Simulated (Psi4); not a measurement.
Two rigid molecules brought together: H2Ge ··· H2O (SMILES [GeH2] and O). Monomers: optimised at B3LYP-D3(BJ) (def2-TZVP), held rigid. Orientation: lowest of the rigid-body minima from ten starts at GFN2-xTB. The monomers approach along the line of their centres of mass (distance R); nothing else relaxes.

Method: Psi4 with SAPT0/jun-cc-pVDZ, frozen core.

Components in kcal/mol:

```
R / Å  electrostatics  exchange  induction  dispersion   total
-----  --------------  --------  ---------  ----------  ------
2.18           -42.06     56.63     -18.85       -6.52  -10.80
2.41           -23.80     27.02     -10.51       -4.17  -11.46
2.59           -15.84     15.05      -6.48       -2.93  -10.20
2.83            -9.70      6.84      -3.36       -1.84   -8.06
3.08            -6.16      2.97      -1.71       -1.14   -6.04
3.42            -3.59      0.93      -0.70       -0.62   -3.98
3.90            -1.91      0.17      -0.22       -0.28   -2.24
4.59            -0.93      0.01      -0.06       -0.10   -1.07
5.57            -0.40      0.00      -0.01       -0.03   -0.45
6.90            -0.16      0.00       0.00       -0.01   -0.17
```
